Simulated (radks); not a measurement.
Results of a calculation; reference values are marked as such.
Isoelectronic series with 15 electrons, all held in the configuration [Ne] 3s2 3p3, which need not be the ground one along the series. Code: a radial shooting solver on a logarithmic mesh with Libxc functionals. Model: scalar-relativistic Kohn-Sham, LDA (Slater exchange, Perdew-Wang correlation), spin-polarised, spherical densities, point nucleus; open shells are filled with parallel spins first (spin-orbit coupling, left out, can overturn this in heavy ions). Total energies (hartree) and orbital eigenvalues (eV):

ion	E (hartree)	3p up	3s down	3s up
Se19+	-2220.65139	-773.6835	-820.6423	-832.9272
Rb22+	-2675.92345	-997.6601	-1053.681	-1067.476
Zr25+	-3175.92742	-1249.883	-1316.231	-1331.545
Tc28+	-3721.38242	-1530.558	-1608.778	-1625.622
Pd31+	-4313.08954	-1839.916	-1931.873	-1950.261
In34+	-4951.93809	-2178.219	-2286.141	-2306.087
Te37+	-5638.91311	-2545.752	-2672.285	-2693.804
Cs40+	-6375.1041	-2942.828	-3091.090	-3114.200
